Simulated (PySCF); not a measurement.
# Correlation energy of Pm⁺ (promethium, charge +1)

[Xe] 4f5 6p1, one real determinant (an excited configuration). Computed with PySCF 2.14 in cc-pVDZ-X2C, with scalar relativity by spin-free X2C-1e. Frozen: [Kr] 4d10; 14 electrons correlated.

| level | correlation energy (mhartree) |
| --- | --- |
| CCSD | -357.42 |
| (T) | -13.77 |
| CCSD(T) | -371.19 |

Diagnostics: T1 = 0.016, D1 = 0.0601, largest double amplitude 0.045.

The real determinant used has ⟨L²⟩ near 26 against 42 for a pure I term, so it mixes terms. Spin-orbit coupling, absent here, splits the open shell strongly.

Cost of the coupled-cluster step: about 50 core-seconds, for 14 correlated electrons.

The basis was made for the ground configuration and has no added diffuse functions, which can raise the energy of the promoted electron.

The reference is one real determinant that mixes LS terms of this configuration.
